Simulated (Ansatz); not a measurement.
Isolated molecules relaxed with PBE0-D4/def2-TZVP in Ansatz; ΔE leaves out vibrations. CCSD(T)/CBS is the MP2 limit (def2-TZVPP, def2-QZVPP) plus CCSD(T) − MP2 in def2-TZVPP, frozen cores. Functionals use def2-TZVPP. B3LYP here is the variant with VWN-RPA as its local correlation; programs differ in this. Each species was taken in one conformer, which may not be the lowest.

`F[SiH]1C=N1` + `[SiH3]C[NH][AlH][SH]` → `[SiH3][SiH]1C=N1` + `FC[NH][AlH][SH]`  (redistribution)

`F[SiH]1C=N1`:

```xyz
6

F    -1.185   -1.099    1.221
Si   -0.667   -0.163    0.049
C     1.039    0.108   -0.256
N     0.518    1.080    0.417
H    -1.783    0.084   -0.868
H     2.079   -0.010   -0.563
```

`[SiH3]C[NH][AlH][SH]`:

Z-matrix (Å, degrees):
```
Si
C 1 1.889
H 1 1.489 2 108.8
H 1 1.490 2 112.0 3 120.3
H 1 1.487 2 109.3 3 -118.4
N 2 1.454 1 111.1 3 55.8
H 2 1.095 1 108.4 3 176.4
H 2 1.098 1 110.5 3 -68.8
Al 6 1.769 2 131.1 1 110.8
H 6 1.011 2 111.6 1 -65.3
S 9 2.187 6 120.7 2 1.6
H 9 1.575 6 119.3 2 -178.5
H 11 1.344 9 94.3 6 -1.8
```

`[SiH3][SiH]1C=N1`:

Cartesian coordinates in Å:
```
Si 0.617 -1.384 0.565
Si -0.264 0.294 -0.778
C -0.891 1.822 -0.081
N 0.300 1.995 -0.478
H -0.335 -2.524 0.643
H 1.905 -1.882 0.015
H 0.835 -0.822 1.922
H -0.584 -0.025 -2.190
H -1.583 2.527 0.382
```

`FC[NH][AlH][SH]`:

Z-matrix (Å, degrees):
```
C
N 1 1.407
F 1 1.400 2 112.0
H 1 1.094 2 110.6 3 -118.2
H 1 1.094 2 112.4 3 118.7
Al 2 1.779 1 125.3 3 93.5
H 2 1.010 1 112.6 3 -77.1
S 6 2.182 2 117.0 1 -172.9
H 6 1.575 2 119.5 1 9.6
H 8 1.344 6 92.3 2 -177.1
```

```json
{"level": "PBE-D4", "ΔE (kJ/mol)": "127.3", "difference from CCSD(T)/CBS": "-30.9"}
{"level": "r2SCAN-D4", "ΔE (kJ/mol)": "143.6", "difference from CCSD(T)/CBS": "-14.6"}
{"level": "PBE0-D4", "ΔE (kJ/mol)": "137.4", "difference from CCSD(T)/CBS": "-20.8"}
{"level": "B3LYP-D4", "ΔE (kJ/mol)": "148.6", "difference from CCSD(T)/CBS": "-9.6"}
{"level": "ωB97X-V", "ΔE (kJ/mol)": "148.8", "difference from CCSD(T)/CBS": "-9.4"}
{"level": "ωB97M-V", "ΔE (kJ/mol)": "157.8", "difference from CCSD(T)/CBS": "-0.4"}
{"level": "B2PLYP", "ΔE (kJ/mol)": "152.5", "difference from CCSD(T)/CBS": "-5.7"}
{"level": "PBE", "ΔE (kJ/mol)": "124.1", "difference from CCSD(T)/CBS": "-34.1"}
{"level": "r2SCAN", "ΔE (kJ/mol)": "142.5", "difference from CCSD(T)/CBS": "-15.7"}
{"level": "PBE0", "ΔE (kJ/mol)": "134.5", "difference from CCSD(T)/CBS": "-23.7"}
{"level": "B3LYP", "ΔE (kJ/mol)": "143.6", "difference from CCSD(T)/CBS": "-14.6"}
{"level": "HF/def2-TZVPP", "ΔE (kJ/mol)": "163.5", "difference from CCSD(T)/CBS": "5.3"}
{"level": "MP2/def2-TZVPP", "ΔE (kJ/mol)": "165.8", "difference from CCSD(T)/CBS": "7.6"}
{"level": "SCS-MP2/def2-TZVPP", "ΔE (kJ/mol)": "163.3", "difference from CCSD(T)/CBS": "5.1"}
{"level": "CCSD/def2-TZVPP", "ΔE (kJ/mol)": "156.7", "difference from CCSD(T)/CBS": "-1.5"}
{"level": "CCSD(T)/def2-TZVPP", "ΔE (kJ/mol)": "152.7", "difference from CCSD(T)/CBS": "-5.5"}
{"level": "HF/def2-QZVPP", "ΔE (kJ/mol)": "166.3", "difference from CCSD(T)/CBS": "8.1"}
{"level": "MP2/def2-QZVPP", "ΔE (kJ/mol)": "169.9", "difference from CCSD(T)/CBS": "11.7"}
{"level": "SCS-MP2/def2-QZVPP", "ΔE (kJ/mol)": "167.3", "difference from CCSD(T)/CBS": "9.1"}
{"level": "HF/CBS(def2)", "ΔE (kJ/mol)": "166.7", "difference from CCSD(T)/CBS": "8.5"}
{"level": "MP2/CBS(def2)", "ΔE (kJ/mol)": "171.2", "difference from CCSD(T)/CBS": "13.0"}
{"level": "CCSD/CBS(def2)", "ΔE (kJ/mol)": "162.1", "difference from CCSD(T)/CBS": "3.9"}
{"level": "CCSD(T)/CBS", "ΔE (kJ/mol)": "158.2", "difference from CCSD(T)/CBS": "0"}
```

Largest T1 diagnostic among the species: 0.017.

The D4 term adds +5.0 kJ/mol with B3LYP and +2.9 kJ/mol with PBE0; it sums over pairs of atoms, weighted by their polarisabilities, and B3LYP, whose exchange is more repulsive, gets the larger term. From PBE to PBE0 (25 % exact exchange), in def2-TZVPP and without D4, ΔE moves by +10.5 kJ/mol.
